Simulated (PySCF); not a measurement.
Computed shifts of a molecule C₂H₁₀OSi₂, HF/pcSseg-1 in PySCF, GIAO, gas phase, atoms alike by connectivity averaged where their shifts nearly agree, in ppm (number of nuclei): ¹³C: 58.2 (1), 16.2 (1). ²⁹Si: -63.5 (1), -94.4 (1). ¹H: 3.88 (1), 3.77 (1), 3.61 (3), 3.54 (2), 1.30 (1), 1.16 (1), 0.63 (1). References: ¹⁷O against H2O (σ = 333.0 ppm); ¹³C against TMS (σ = 192.6 ppm); ²⁹Si against TMS (σ = 393.8 ppm); ¹H against TMS (σ = 31.99 ppm), references at their B3LYP-D3(BJ)/def2-TZVP geometries, non-relativistic. The structure is a stationary point at B3LYP-D3(BJ)/def2-SVP. One conformer was computed; it need not be the lowest.

Task: Which molecule gave these data?
(A) C[C@H](O)[SiH2][SiH3]
(B) OCC[SiH2][SiH3]
(C) C[SiH2]O[SiH2]C
(D) [SiH3]COC[SiH3]

Result: B, OCC[SiH2][SiH3]
